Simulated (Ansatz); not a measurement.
Reaction R1 + 2 R2 → P1 + P2, each structure at its B3LYP-D3(BJ)/def2-TZVP stationary point, reached from a drawn start (curvature not checked).
P1, AlH3O3 (SMILES [OH][Al]([OH])[OH]) (charge 0, multiplicity 1):
```xyz
7

Al     0.00006    -0.00001     0.00009
O      1.68327    -0.01704     0.17950
H      2.18239    -0.81969     0.33613
O     -0.80716     1.46227    -0.27512
H     -0.35401     2.30410    -0.33739
O     -0.87603    -1.44534     0.09608
H     -1.82853    -1.48438     0.00060
```
R1: AlHO (SMILES [OH][Al]), charge 0, multiplicity 1.
P2: H2 (SMILES [H][H]), charge 0, multiplicity 1.
R2, H2O (SMILES O) (charge 0, multiplicity 1):
```xyz
3

O      0.00000     0.00000     0.38961
H      0.00000     0.76499    -0.19486
H      0.00000    -0.76499    -0.19486
```

P less R. No zero-point or thermal terms. One arrangement of each flexible species, with no search for the lowest.

Frozen-core correlation throughout.

Programs: Ansatz (Gaussian orbitals). No computed number here is a measurement.

Total energies in hartree:

```json
[
 {"structure": "P1", "PBE/def2-TZVPP": "-469.822829", "r2SCAN/def2-TZVPP": "-470.067643", "CCSD(T)/cc-pV(Q+d)Z": "-469.471621"},
 {"structure": "R1", "PBE/def2-TZVPP": "-318.119794", "r2SCAN/def2-TZVPP": "-318.265876", "CCSD(T)/cc-pV(Q+d)Z": "-317.804635"},
 {"structure": "P2", "PBE/def2-TZVPP": "-1.166122", "r2SCAN/def2-TZVPP": "-1.171285", "CCSD(T)/cc-pV(Q+d)Z": "-1.173794"},
 {"structure": "R2", "PBE/def2-TZVPP": "-76.380147", "r2SCAN/def2-TZVPP": "-76.423173", "CCSD(T)/cc-pV(Q+d)Z": "-76.359711"}
]
```

Task: Work out the reaction energy at each level in eV (1 hartree = 27.21139 eV), and say how far PBE/def2-TZVPP lies from CCSD(T)/cc-pV(Q+d)Z.

Result: 
- PBE/def2-TZVPP: (-469.822829) + (-1.166122) − (-318.119794) − 2 × (-76.380147) = -0.108863 hartree = -2.962 eV
- r2SCAN/def2-TZVPP: (-470.067643) + (-1.171285) − (-318.265876) − 2 × (-76.423173) = -0.126706 hartree = -3.448 eV
- CCSD(T)/cc-pV(Q+d)Z: (-469.471621) + (-1.173794) − (-317.804635) − 2 × (-76.359711) = -0.121358 hartree = -3.302 eV
PBE/def2-TZVPP less CCSD(T)/cc-pV(Q+d)Z: 0.340 eV. CCSD(T)/cc-pV(Q+d)Z is the level counted from, the highest shown, and no exact or measured value.

Ansatz is a program for electronic structure.
